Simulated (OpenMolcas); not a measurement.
Computed levels of 3d⁴ in ions with 22 electrons, in cm-1 above ⁵D₀.

```yaml
Program: OpenMolcas 26.06
Method: MS-CASPT2, IPEA 0.25 Eh, imaginary shift 0.1 Eh
Basis: ANO-R2
Scalar_Hamiltonian: X2C, finite nucleus
Spin-orbit_coupling: state interaction with AMFI integrals over the reference wave functions, term energies averaged over their components
```

Active space for each ion: 4 electrons in 5 orbitals (3d); closed shells correlated by CASPT2: 3s 3p.

```json
{"Level": "⁵D₁", "V+": "39.5", "Cr2+": "66.5", "Mn3+": "101", "Fe4+": "147", "Co5+": "207", "Cu7+": "382"}
{"Level": "⁵D₂", "V+": "117", "Cr2+": "197", "Mn3+": "298", "Fe4+": "432", "Co5+": "604", "Cu7+": "1096"}
{"Level": "⁵D₃", "V+": "230", "Cr2+": "386", "Mn3+": "583", "Fe4+": "838", "Co5+": "1165", "Cu7+": "2080"}
{"Level": "⁵D₄", "V+": "375", "Cr2+": "628", "Mn3+": "945", "Fe4+": "1350", "Co5+": "1865", "Cu7+": "3270"}
{"Level": "³P₀(1)", "V+": "10700", "Cr2+": "17040", "Mn3+": "20940", "Fe4+": "24290", "Co5+": "27690", "Cu7+": "33810"}
{"Level": "³P₁(1)", "V+": "10930", "Cr2+": "17430", "Mn3+": "21550", "Fe4+": "25170", "Co5+": "28940", "Cu7+": "36060"}
{"Level": "³P₂(1)", "V+": "11360", "Cr2+": "18140", "Mn3+": "22610", "Fe4+": "26680", "Co5+": "30990", "Cu7+": "39560"}
{"Level": "³H₄", "V+": "12260", "Cr2+": "18160", "Mn3+": "21720", "Fe4+": "25360", "Co5+": "29060", "Cu7+": "35900"}
{"Level": "³H₅", "V+": "12340", "Cr2+": "18300", "Mn3+": "21930", "Fe4+": "25680", "Co5+": "29520", "Cu7+": "36800"}
```

Problem. Estimate ⁵D₄, ³P₀(1), ³P₁(1) for Ni6+ from its neighbours Co5+ and Cu7+.

Solution. ⁵D₄ is fine structure, which grows about as the fourth power of a screened charge, so the fourth roots are averaged: ((1865^0.25 + 3270^0.25) / 2)^4 = 2494. The calculation gives 2510, so the estimate is off by -0.6 %; the measured value is 2392 (Corliss and Sugar, J. Phys. Chem. Ref. Data 10, 197 (1981)).
³P₀(1) is another term, which grows about linearly with the charge: (27690 + 33810) / 2 = 30750. The calculation gives 30950, so the estimate is off by -0.6 %; the measured value is 30077 (Corliss and Sugar, J. Phys. Chem. Ref. Data 10, 197 (1981)).
³P₁(1) is another term, which grows about linearly with the charge: (28940 + 36060) / 2 = 32500. The calculation gives 32650, so the estimate is off by -0.5 %; the measured value is 31836 (Corliss and Sugar, J. Phys. Chem. Ref. Data 10, 197 (1981)).

CASPT2 does not keep the components of a term degenerate, so their means are used; among the terms shown or strongly mixed into the levels shown the widest spread is 640 cm-1 (3d⁴ ³H, V+). Some high roots are left out of the spin-orbit mixing, which shifts the levels that they would mix with (holds for V+). The CASPT2 spread within a term exceeds the gap to the next term for 3d⁴ ³H and 3d⁴ ³P(1), so the order of their levels is uncertain (holds for Mn3+; Fe4+; Co5+). Computed and measured levels are paired by configuration, term and J; levels that our copy of the source lacks, or whose pairing is in doubt (as where it misses far off the trend of its configuration), stay unpaired and out of the deviations. Only configurations of the active space appear.

A number in round brackets counts repeated terms of one configuration in the order of the reference energies.
